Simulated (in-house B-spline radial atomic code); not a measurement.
# How G0W0 and RPA depend on the start: C⁻

Configuration [He] 2s2 2p3, highest spin. Computed with a B-spline radial code for spherical atoms: all electrons, non-relativistic, point nucleus, each spin shell either full or empty, empty states to l = 9 with an (l + 1/2)⁻⁴ tail; G0W0 by contour deformation at full frequency.

```
       start  mean-field 2p up (eV)  G0W0 (eV)  QP weight  RPA correlation (Eh)
Hartree-Fock                 -2.126     -1.671      0.894              -0.25621
     LC-wPBE                 -1.666          ?          ?                     ?
       wB97X                 -1.242          ?          ?                     ?
   BHandHLYP                 -0.014     -0.931      0.641              -0.28875
   CAM-B3LYP                 -0.334     -1.145      0.735              -0.29231
```

(1) What G0W0 level, weight and RPA correlation energy follow from the LC-wPBE start?

(2) What G0W0 level, weight and RPA correlation energy follow from the wB97X start?

(3) How much of the dependence on the start does G0W0 remove?

Answers

(1) G0W0 level -1.556 eV, weight 0.869, RPA correlation -0.27819 hartree.

(2) G0W0 level -1.531 eV, weight 0.840, RPA correlation -0.2785 hartree.

(3) The mean-field levels span 2.11 eV and the G0W0 levels 0.741 eV. Against 1.262 eV (electron affinity of the neutral atom) the G0W0 removal energies are off by -0.33 to +0.41 eV.
